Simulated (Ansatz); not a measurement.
The same ligand exchange along the group B, Al, Ga, In.

Computed with Ansatz on PBE0-D4/def2-TZVP structures; ΔE is electronic, products minus reactants. CCSD(T)/CBS adds triple-zeta CCSD(T) − MP2 to the extrapolated MP2 energy (def2 sets, frozen cores). This one scheme is used for every species. def2 core potentials past Kr. For Ga, In outer-core shells are correlated without core-valence functions, which leaves a few kJ/mol of doubt a bond. Scalar relativity is left out up to krypton.

Problem. Order these by ΔE at CCSD(T)/CBS, lowest first. (Best estimate.)
A. `[SiH3][O][InH2]` + CH₃SH → `C[S][InH2]` + `O[SiH3]`
B. `[SiH3][O][GaH2]` + CH₃SH → `C[S][GaH2]` + `O[SiH3]`
C. `[AlH2][O][SiH3]` + CH₃SH → `C[S][AlH2]` + `O[SiH3]`
D. `BO[SiH3]` + CH₃SH → `BSC` + `O[SiH3]`

Solution. A (-0.31 eV), B (-0.16 eV), D (+0.32 eV), C (+0.51 eV).

Largest T1 diagnostic: 0.015, for `[SiH3][O][InH2]`.
